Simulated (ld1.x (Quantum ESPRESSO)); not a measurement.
# u(r) = r·R(r): atom against pseudo-atom (phosphorus)

Columns: radius, all-electron u(r) and pseudo u(r) of the 3p shell (level -14.31 eV) of phosphorus in the configuration [Ne] 3s2 3p2; LDA (PZ), scalar-relativistic, TM semilocal scheme, ld1.x (Quantum ESPRESSO) 7.5.

| r (bohr) | all-electron | pseudo |
| --- | --- | --- |
| 0.093 | 0.1339 | -0.0053 |
| 0.185 | 0.2800 | -0.0207 |
| 0.278 | 0.3331 | -0.0462 |
| 0.370 | 0.3033 | -0.0807 |
| 0.463 | 0.2196 | -0.1240 |
| 0.555 | 0.1089 | -0.1741 |
| 0.648 | -0.0138 | -0.2306 |
| 0.740 | -0.1345 | -0.2908 |
| 0.833 | -0.2490 | -0.3540 |
| 0.925 | -0.3511 | -0.4171 |
| 1.018 | -0.4412 | -0.4790 |
| 1.110 | -0.5168 | -0.5364 |
| 1.203 | -0.5796 | -0.5884 |
| 1.295 | -0.6293 | -0.6325 |
| 1.388 | -0.6676 | -0.6684 |
| 1.480 | -0.6950 | -0.6950 |
| 1.573 | -0.7130 | -0.7130 |
| 1.665 | -0.7226 | -0.7226 |
| 1.758 | -0.7251 | -0.7251 |
| 1.850 | -0.7215 | -0.7215 |
| 1.943 | -0.7127 | -0.7127 |
| 2.035 | -0.6997 | -0.6997 |
| 2.128 | -0.6832 | -0.6832 |
| 2.220 | -0.6640 | -0.6640 |
| 2.313 | -0.6424 | -0.6424 |
| 2.405 | -0.6195 | -0.6195 |

Q: How many radial nodes do the two functions have?

A: The all-electron 3p function has n − l − 1 = 1; the pseudo-wave has 0, since the states of the same l below it are removed with the core.

Q: At about which radius was the pseudo-wave matched?

A: 1.85 bohr. The columns agree to 0.0005 from 1.48 bohr on; several derivatives are matched, so the curves merge somewhat inside the radius.

Q: Where does each function peak?

A: Outermost all-electron maximum near 1.76 bohr, pseudo maximum near 1.76 bohr (to the table’s step).

Q: Is the pseudo-wave norm-conserving?

A: Yes: the TM semilocal scheme keeps the norm inside the radius equal to the all-electron one, which fixes the energy derivative of the logarithmic derivative at the level.
